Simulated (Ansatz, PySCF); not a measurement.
Spin gap between two states, R1 and P1; the higher of the two is an excited state, each structure at its B3LYP-D3(BJ)/def2-TZVP stationary point, reached from a drawn start (curvature not checked).
R1, SiH2 (SMILES [SiH2]) (charge 0, multiplicity 1, Z-matrix in Å and degrees):
```
Si
H 1 1.5232
H 1 1.5232 2 91.47
```
P1, SiH2 (SMILES [SiH2]) (charge 0, multiplicity 3):
```csv
atom,x (Å),y (Å),z (Å)
Si,0.0000,0.0000,-0.5066
H,1.2755,0.0000,0.2533
H,-1.2755,0.0000,0.2533
```

P less R. No zero-point or thermal terms; singlets are restricted closed shells; open shells are unrestricted.

Correlated levels freeze the cores. CBS(a, b) extrapolates the correlation energy as X⁻³ and adds the Hartree–Fock energy of set b.

Programs: Ansatz (a program for electronic structure); PySCF for the D3/D4 terms. Each number belongs to the level named beside it.

```json
[
 {"level": "PBE/def2-TZVPP", "spin gap (kcal/mol)": "16.15"},
 {"level": "PBE-D3(BJ)/def2-TZVPP", "spin gap (kcal/mol)": "16.16"},
 {"level": "BLYP/def2-TZVPP", "spin gap (kcal/mol)": "21.30"},
 {"level": "B97M-V/def2-TZVPP", "spin gap (kcal/mol)": "20.76"},
 {"level": "wB97M-V/def2-TZVPP", "spin gap (kcal/mol)": "24.18"},
 {"level": "SCS-MP2/cc-pV(D+d)Z", "spin gap (kcal/mol)": "18.45"},
 {"level": "CCSD(T)/cc-pV(D+d)Z", "spin gap (kcal/mol)": "?"},
 {"level": "CCSD(T)/cc-pV(Q+d)Z", "spin gap (kcal/mol)": "?"},
 {"level": "CCSD(T)/CBS(cc-pV(T+d)Z, cc-pV(Q+d)Z)", "spin gap (kcal/mol)": "?"}
]
```

Task: Some entries are withheld; supply them.

Result: 
- CCSD(T)/cc-pV(D+d)Z, spin gap (kcal/mol): 18.99
- CCSD(T)/cc-pV(Q+d)Z, spin gap (kcal/mol): 20.25
- CCSD(T)/CBS(cc-pV(T+d)Z, cc-pV(Q+d)Z), spin gap (kcal/mol): 20.48
